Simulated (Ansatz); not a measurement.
Reaction (substitution at a C–N bond): `CN1CB[SiH2]1` + `CNBF` → `CN(C)BF` + `B1CN[SiH2]1`

Calculated with Ansatz (gas phase, PBE0-D4/def2-TZVP geometries, no zero-point term in ΔE). CBS: MP2 limit from def2 TZ/QZ plus the TZ coupled-cluster correction, frozen cores. This one scheme is used for every species. DFT in def2-TZVPP. B3LYP here is the variant with VWN-RPA as its local correlation; programs differ in this. Each species was taken in one conformer, which may not be the lowest.

Is it downhill or uphill in electronic energy at CCSD(T)/CBS, and by how much? (Best estimate.)

Computed: Nearly level: ΔE = -0.02 eV.

What do these levels give: r2SCAN, PBE0, B3LYP, MP2/def2-TZVPP, SCS-MP2/def2-TZVPP, CCSD/CBS(def2)? (An estimate is asked.)

Ansatz gave: r2SCAN 0.01, PBE0 0.02, B3LYP 0.03, MP2/def2-TZVPP 0.00, SCS-MP2/def2-TZVPP 0.00, CCSD/CBS(def2) -0.02 eV.

Largest T1 diagnostic among the species: 0.012.

In def2-TZVPP, CCSD(T) changes the Hartree–Fock value by −0.04 eV (the triples alone add −0.00 eV) and MP2 by −0.04 eV.
